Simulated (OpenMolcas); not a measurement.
## What dynamic correlation does to the levels of Bi⁺

```yaml
Program: OpenMolcas
Basis: ANO-RCC-VTZP [8s7p5d3f2g]
Scalar_Hamiltonian: DKH2, point nucleus
Active_space: 2 electrons in 3 orbitals (6p)
State_averaging: 2S+1 = 3 even, 3 roots; 2S+1 = 1 even, 6 roots
Spin-orbit_coupling: state interaction with AMFI integrals over the reference wave functions, term energies averaged over their components
```

Methods on the same reference wave functions:
A. CASSCF
B. SS-CASPT2, IPEA 0.25 Eh, imaginary shift 0.1 Eh (closed shells correlated: 5d 6s)
C. XMS-CASPT2, IPEA 0.25 Eh, imaginary shift 0.1 Eh (closed shells correlated: 5d 6s)

Energies in cm-1 above 6s2 6p2 3P0, the measured ground level; measured values from NIST Handbook of Basic Atomic Spectroscopic Data.

```csv
Level,A,B,C,Measured
6s2 6p2 3P0,0.0,0.0,0.0,0.0
6s2 6p2 3P1,10614,11260,11330,13325
6s2 6p2 3P2 [55 %],15395,15130,15040,
6s2 6p2 1D2 [55 %],30382,29690,29560,
6s2 6p2 1S0,43766,40360,40050,44174
```

Deviations, from unrounded energies. A percentage is the sum of absolute deviations over the sum of measured energies, with the sign that they share, or ± where signs differ.

```tsv
Against measurement	Levels	A	B	C
mean absolute deviation (cm-1)	2	1600	2900	3100
fine structure of the ground term (%)	1	-20.3	-15.5	-15.0
other terms of the ground configuration (%)	1	-0.9	-8.6	-9.3
```

A lies closest to measurement on these levels and C furthest from it. The largest miss of A in the table is 6s2 6p2 3P1, by -2700 cm-1. The ranking rests on the paired levels alone, and a cruder setting can come out closer through cancelling errors.

Between B and C the level of the table that moves most is 6s2 6p2 1S0, by 310 cm-1 (lowest in C, highest in B). Moves below CASPT2's spread within the term are not significant.

The mean deviations of B to C differ by less than CASPT2's widest spread within a term (950 cm-1), so their order carries little weight.

From A to B the spin-free energies of the other terms of 6s2 6p2 shown, above 3P, scale by factors of 0.75 to 0.79.

The lowest spin-free term lies below A's lowest term by 0.465 hartree in B, 0.468 hartree in C.

CASPT2 does not keep the components of a term degenerate, so their means are used; among the terms shown or strongly mixed into the levels shown the widest spread is 950 cm-1 (6s2 6p2 1D, C). Spin-orbit splittings of 6p shells tend to come out small when the coupling is added on scalar orbitals. With the s shell closed, the reference lacks s² → p² mixing. Measured partners are found by configuration, term and J. A level has none where our copy of the source lacks it or the pairing is in doubt (some pairs that miss far off the trend of their configuration count as doubtful), and it then counts in no deviation. Where the source uses jj or jK labels, the order within each J decides. Only configurations of the active space appear.

A share in square brackets marks a mixed level and gives the weight of the term that names it, the lowest over the columns.
